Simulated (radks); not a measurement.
Results of a calculation; reference values are marked as such.
Valence configurations of the beryllium ion Be+ (all share [He]). Level of theory: Dirac Kohn-Sham, PBEsol, spin-unpolarised, spherical densities, point nucleus; open shells are shared between the two j in proportion to 2j + 1 (a radial shooting solver on a logarithmic mesh with Libxc functionals). Energies are relative to 2s1; eigenvalues in eV.

2s1: E (eV) 0.000; e(2s1/2) -13.577
2p1: E (eV) 3.907; e(2p1/2) -9.762; e(2p3/2) -9.760
2s0.5 2p0.5: E (eV) 1.958; e(2p1/2) -9.710; e(2p3/2) -9.709; e(2s1/2) -13.616

NIST lists [He] 2s1 as the ground configuration; this level of theory agrees among the configurations tried. The energies are those of spherical spin-averaged densities, not of single terms.
